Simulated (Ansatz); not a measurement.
Molecule: silanone, sum formula H₂SiO (charge 0, singlet). 
Structure (B3LYP-D3(BJ)/def2-TZVP (Ansatz, an electronic-structure program) minimum search):
```xyz
4

Si     0.0729    -0.4313    -0.0029
O     -0.1804     1.0669     0.0071
H     -0.9986    -1.4531    -0.0255
H      1.4209    -1.0442     0.0090
```
Charge 0, spin multiplicity 1.

Quantity: vertical electron affinity (to the doublet state of charge -1; a negative value means that the extra electron is unbound and the number depends on the basis; each state is the SCF solution reached for its spin), in eV. Valence correlation only, unless marked. Open shells are spin-unrestricted. No spin-orbit coupling. No relativistic terms. Anions need diffuse functions: aug- sets have them; def2-D sets add few. Basis-set limits of correlation are two-point, X^-3; Hartree-Fock from the larger set.

CCSD(T)/CBS(def2-TZVPPD,def2-QZVPPD) (Ansatz) gives 0.25 eV.

Another calculation gave 0.20 eV. Which level was it?
(A) r2SCAN/def2-TZVPD (Ansatz)
(B) BHLYP/def2-TZVPD (Ansatz)
(C) B3LYP/def2-TZVPD (Ansatz)

B, BHLYP/def2-TZVPD (Ansatz). The others give 0.44 (r2SCAN), 0.33 (B3LYP) eV.
